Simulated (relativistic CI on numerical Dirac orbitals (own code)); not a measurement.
# Hyperfine structure of Cd¹⁹⁺, mass number 111

Computed by Dirac-Coulomb-Breit CI, KLI orbitals optimised for each configuration, a model potential for QED, unscaled Slater integrals (own radial code, finite nucleus).

Configuration list (outside the closed core [Ar]): 3d¹⁰4s, 3d¹⁰4p, 3d¹⁰4d, 3d¹⁰4f, 3d¹⁰5s, 3d¹⁰5p, 3d¹⁰5d, 3d¹⁰5f, 3d¹⁰5g, 3d¹⁰6s, 3d⁹4p², 3d¹⁰6p, 3d⁹4s², 3d⁸4s4p², 3d¹⁰6d, 3d¹⁰6f. Levels of other configurations are missing.

Nuclear spin I = 1/2, μ = -0.594 μN (tables of Stone and Pyykkö). The electronic factors are computed for point nuclear moments, without core polarisation or the Bohr-Weisskopf and QED corrections.

| Level | E (cm⁻¹) | A (GHz) |
| --- | --- | --- |
| 3d¹⁰4s ²S1/2 | 0 | -232 |
| 3d¹⁰4p ²P°1/2 | 330331 | -67.67 |
| 3d¹⁰4p ²P°3/2 | 403781 | -10.97 |
| 3d¹⁰4d ²D3/2 | 942091 | -4.875 |
| 3d¹⁰4d ²D5/2 | 955670 | -2.03 |
| 3d¹⁰4f ²F°5/2 | 1516524 | -0.7374 |
| 3d¹⁰4f ²F°7/2 | 1517583 | -0.4076 |
| 3d¹⁰5s ²S1/2 | 1880236 | -101.3 |

Levels with J = 0, under 50 % of one LS term, or S terms without an open s electron are left out. Small factors come from cancelling terms and can be off by tens of per cent or more.

At this charge energies of transitions that change n are usually good to better than 1 %, and those within a shell (Δn = 0) to a few per cent.

Task: Give the hyperfine levels of 3d¹⁰4s ²S1/2 relative to its centre of gravity.

Result: With K = F(F + 1) − I(I + 1) − J(J + 1), E = AK/2: F = 0: 174, F = 1: -58.01 GHz.

LS names give the leading component of a level, which can be under half, so a name can repeat, a term be missing and a line seem to break the LS rules.
